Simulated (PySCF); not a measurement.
F5Sb, charge -1, multiplicity 2. Atoms are numbered in the order given.

```xyz
6

Sb     0.0000     0.0000    -0.1727
F      1.4144    -1.4144    -0.1947
F     -1.4144     1.4144    -0.1947
F      0.0000     0.0000     1.7576
F      1.4144     1.4144    -0.1947
F     -1.4144    -1.4144    -0.1947
```
Charge -1, spin multiplicity 2.

Geometry optimised at PBE0-D3(BJ)/def2-SVPD. The spin state was assumed, not searched. The isomer is the one that the SMILES or the coordinates give; other isomers of the formula were not compared. The def2 effective core potentials stand for the cores of Sb; spin–orbit coupling is left out.

The numbers are results of IEF-PCM-M06-2X/def2-SVPD in PySCF 2.14.0, not measurements.

The values are the electrostatic part of the solvation free energy, E(continuum) − E(gas) at the gas-phase geometry, in a cavity of scaled van der Waals radii (PySCF's table); cavitation and dispersion terms are not included. A continuum can't describe solvent molecules that bind to the metal.

```csv
solvent,ε,ΔG(elec) (kcal/mol)
water,78.36,-53.6
toluene,2.37,?
tetrahydrofuran,7.43,-46.7
```

### Question
Complete the blanks. (An estimate is asked for; the answer gives what the named calculation found.)

### Answer

- toluene, ΔG(elec) (kcal/mol): -30.8
